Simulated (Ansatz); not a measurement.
CH5FGeO, SMILES `[CH3][GeH]([OH])[F]`. Charge 0, multiplicity 1. All single points use the PBE0-D4/def2-TZVP geometry. It is one conformer, not always the lowest.

```xyz
9

C    -0.178   -0.426    1.245
Ge    0.374    0.295   -0.450
O    -1.058    0.341   -1.482
F     1.491   -0.824   -1.187
H    -0.677   -1.381    1.077
H    -0.872    0.257    1.736
H     0.688   -0.582    1.889
H     1.116    1.642   -0.466
H    -0.885    0.679   -2.363
```

Q: What is the dipole moment at r2SCAN/def2-TZVPP? (Best estimate.)

A: The calculation gave: 1.83 D, with components (-0.41, 1.43, 1.07) D in this frame, pointing from negative to positive charge.

Q: And with PBE, B3LYP, ωB97M-V? (Estimate.)

A: Computed: PBE 1.77 D, B3LYP 1.89 D, ωB97M-V 1.89 D.

Q: Give the Mulliken charges with r2SCAN, ωB97M-V, B3LYP in def2-TZVPP. (Best estimate.)

A: The calculation gave: 
| atom | r2SCAN | ωB97M-V | B3LYP |
| --- | --- | --- | --- |
| C1 | -0.29 | -0.44 | -0.38 |
| Ge2 | 0.71 | 0.69 | 0.71 |
| O3 | -0.44 | -0.42 | -0.42 |
| F4 | -0.39 | -0.39 | -0.40 |
| H5 | 0.10 | 0.14 | 0.12 |
| H6 | 0.09 | 0.13 | 0.11 |
| H7 | 0.09 | 0.13 | 0.12 |
| H8 | -0.05 | -0.02 | -0.04 |
| H9 | 0.19 | 0.17 | 0.18 |

B3LYP here is the variant with VWN-RPA as its local correlation; programs differ in this.
